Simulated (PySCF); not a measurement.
Isomers of C4H11NSSi, one GFN2-xTB conformer each. Single-point energies are computed at PBE0/pcSseg-1 (PySCF, gas phase, no added dispersion term), electronic only.

Problem. Rank them by PBE0/pcSseg-1 energy, lowest first (kcal/mol).
A. `[CH2:1]=[C:2]([CH3:3])[S:4][SiH2:5][NH:6][CH3:7]` with C1–C2–S4–Si5 0°, C2–S4–Si5–N6 -63°, S4–Si5–N6–C7 -178°
B. `[CH2:1]=[CH:2][CH2:3][CH2:4][Si@@H:5]([NH2:6])[SH:7]` with C1–C2–C3–C4 -103°, C2–C3–C4–Si5 -57°, C3–C4–Si5–N6 88°, C4–Si5–N6–H -51° and 166°, C4–Si5–S7–H -58°
C. `[CH2:1]=[N:2][SiH2:3][C@@H:4]([CH3:5])[CH2:6][SH:7]` with C1–N2–Si3–C4 -121°, N2–Si3–C4–C5 -177°, Si3–C4–C6–S7 175°, C4–C6–S7–H -60°

Solution. B (0.0), A (15.0), C (35.2).

As drawn, the lowest has an N–H bond and a C=C bond outside aromatic rings, which the highest lacks; the highest has a C=N bond, which the lowest lacks. GFN2-xTB itself gives, in the same order: 7.4, 0.0, 25.0. GFN2-xTB puts C=C(C)S[SiH2]NC lowest instead; measured from each level's own lowest isomer, the values differ by up to 15.0 kcal/mol (C=C(C)S[SiH2]NC: 0.0 against 15.0).

Problem. Which frontier levels, dipoles and rotational constants go with these structures?

Solution. 
```
              SMILES  HOMO (eV, PBE0/pcSseg-1)  LUMO (eV)  dipole (D)       A, B, C (MHz)
    C=CCC[Si@@H](N)S                     -7.12       0.05        2.49  3985, 832.5, 738.7
     C=C(C)S[SiH2]NC                     -6.35       0.18        1.95  3427, 963.9, 824.8
C=N[SiH2][C@@H](C)CS                     -6.61      -0.95        3.10  2896, 886.8, 721.0
```
